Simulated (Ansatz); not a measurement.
Cartesian coordinates in Å:
```
O -0.176 0.186 -1.093
B -0.415 0.748 0.185
O -1.091 1.937 0.221
O 0.059 0.030 1.198
In 0.911 -1.575 0.190
H -0.501 0.671 -1.854
H -1.207 2.241 1.124
H -0.160 -2.901 0.101
H 2.581 -1.337 -0.073
```

Charge 0, multiplicity 1. In takes the def2 core potential.

(1) List the CAM-B3LYP/def2-TZVPP orbital energies in eV (Ansatz 0.2.0). (Best estimate.)

Answers

(1) Computed: Occupied: -523.23, -522.61, -521.33, -186.85, -129.25, -85.98, -85.73, -85.67, -30.85, -29.77, -28.07, -22.97, -22.85, -22.76, -22.69, -22.61, -17.76, -16.94, -14.36, -13.39, -13.26, -12.19, -11.78, -11.10, -10.40, -9.96, -9.46. Lowest empty: -0.23, 0.68, 1.35, 2.03, 2.04, 2.58, 3.07, 3.55.
